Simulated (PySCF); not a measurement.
## Structure revision by computed shifts

A compound C5H8F2O2Si gives the data below (simulated from a calculation) and was assigned the structure `CC(=O)/C=C(/O[SiH3])C(F)F`.

$^{13}$C{$^{1}$H} NMR (computed): δ 204.5 (C), 174.2 (C), 121.3 (CH), 105.2 (CH), 33.0 (CH3).

$^{1}$H NMR (400 MHz, computed): δ 6.15 (m, 1H), 5.97 (m, 1H), 5.35 (s, 3H), 2.23 (s, 3H).

Non-relativistic, fast rotation and ring inversion assumed for equivalent nuclei, a single conformation, no solvent model. PBE0/pcSseg-1 with gauge-including orbitals; geometry from GFN2-xTB; PySCF 2.14.

Shifts are taken against calculated references (same method and geometry level): $^{1}$H (31.72 ppm), $^{13}$C (186.93 ppm) vs TMS.

Task: Compare with the shifts computed for the proposed structure, pairing carbons in order of shift.

Result: Numbering as in the mapped SMILES `[CH3:1][C:2](=[O:3])/[CH:4]=[C:5](/[O:6][SiH3:7])[CH:8]([F:9])[F:10]`; H(Xn) means a hydrogen on atom n.

```json
{"atom": "C2", "computed for proposal": "201.2", "given list": "204.5", "difference": "-3.3"}
{"atom": "C5", "computed for proposal": "166.6", "given list": "174.2", "difference": "-7.6"}
{"atom": "C4", "computed for proposal": "115.2", "given list": "121.3", "difference": "-6.1"}
{"atom": "C8", "computed for proposal": "115.0", "given list": "105.2", "difference": "+9.8"}
{"atom": "C1", "computed for proposal": "35.4", "given list": "33.0", "difference": "+2.4"}
```

The rms difference is 6.5 ppm and the largest +9.8 ppm at C8 (allylic sp3 CH bonded to 2 F). The proposal doesn't fit.

Task: Which isomer fits?

Result: SMILES CC(=O)/C=C(\O[SiH3])C(F)F.

- Carbon types of the structure: 2 × C, 2 × CH, 1 × CH3, leaving 3 H on heteroatoms.
- δC 204.5: ketone carbonyl carbon; the double bond to the heteroatom, with no lone-pair donor beside it, deshields it most.
- δC 174.2: alkene carbon bearing oxygen; an sp2 carbon further deshielded by the attached heteroatom.
- δC 121.3: allylic sp3 CH bonded to 2 F; 2 electronegative neighbours deshield it.
- δC 105.2: β carbon of an enol-ether or enamine type C=C; the O or N lone pair pushes π density onto this β carbon and shields it.

Other isomers checked: C=C(CC(=O)O[SiH3])C(F)F (rms 18.6 ppm).

This is the structure that produced the data.

Splittings by $^{19}$F in the carbon and heteronuclear signals aren't shown, as no couplings were computed. Shifts are as computed. Against solution values, carbons near 30 ppm lie about +3 ppm off and those near 130 ppm about +5 ppm. Of 1309 compounds with measured shifts, 239 miss one by over three times the rms of a fit or turn the order of signals round; such compounds aren't used in these exercises. Multiplicities follow the n + 1 count of equivalent neighbours, as no J values were calculated; m marks all less simple cases, F and P coupling included.
